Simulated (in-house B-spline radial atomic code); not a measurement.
Pm³⁺: [Ne] 3s2 (3p1/2)1 (3p3/2)4 3d10 4s2 4p6 4d10 4f5 5s2 5p6 (with a hole in an inner shell)

Level of theory: Dirac-Kohn-Sham relativistic LDA, spherical fractional occupations, Fermi nucleus of rms radius 4.962 fm; calculated with an all-electron radial atomic-structure program (B-spline basis).

Z_r = [3n² - l(l+1)]/(2<r>); Z_e = n√(-2ε); the last column is Slater's effective charge. Values are occupation-weighted means over j. An effective charge above Z reflects the relativistic contraction of the inner shells.

```csv
shell,electrons,ε (eV),<r> (bohr),Z_r,Z_e,Slater
1s,2,-44789,0.02327,64.46,57.38,60.70
2s,2,-7354.5,0.09872,60.77,46.50,56.85
2p,6,-6610.3,0.08692,57.53,44.08,56.85
3s,2,-1648.4,0.2598,51.97,33.02,50.10
3p,5,-1396.2,0.2589,48.28,30.39,50.10
3d,10,-1075.8,0.2346,44.75,26.68,40.85
4s,2,-352.75,0.5878,40.83,20.37,34.10
4p,6,-273.34,0.6196,37.12,17.93,34.10
4d,10,-158.29,0.6737,31.17,13.64,22.85
5s,2,-69.788,1.397,26.85,11.32,12.00
5p,6,-49.669,1.599,22.82,9.55,12.00
4f,5,-34.762,0.8823,20.40,6.39,14.60
```

The least bound orbital is 4f7/2 at -34.49 eV, while the most diffuse is 5p3/2 (<r> = 1.625 bohr against 0.8863 bohr): energy order and size order differ. The part-filled 3p shell lies below the filled 5p shell in orbital energy.

For the 1s electron the small component carries 5.09 % of the norm, the zero-frequency Breit interaction raises the level by 126.6 eV, self-energy by 75.61 eV, and vacuum polarisation lowers it by 11.78 eV.

The density falls to 0.001 bohr⁻³ at 3.325 bohr; Σ<r²> = 36.618 bohr² gives, by the non-relativistic formula and without the paramagnetism of open shells, a Langevin diamagnetic susceptibility of -29×10⁻⁶ cm³/mol.
